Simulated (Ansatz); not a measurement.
Problem. Predict a relaxed structure of the cluster Pd4O3⁺, charge 1, doublet, at PBE-D4/def2-SVP (Ansatz).

Solution. 
```csv
atom,x (Å),y (Å),z (Å)
Pd1,1.4024,0.5859,-0.4759
Pd2,-0.0787,-1.5217,0.5080
Pd3,-0.7356,-0.3423,-1.7869
Pd4,-1.1119,1.0228,0.4776
O5,1.7421,-1.2182,0.0791
O6,0.3681,2.1530,-0.0981
O7,-1.5863,-0.6796,1.2962
```
 This is one stationary point.

In the def2 sets Pd takes a core potential; there is no spin–orbit coupling. Another isomer (doublet) lies 0.11 eV lower at PBE0-D4/def2-TZVP; other spin states weren't run for this one.
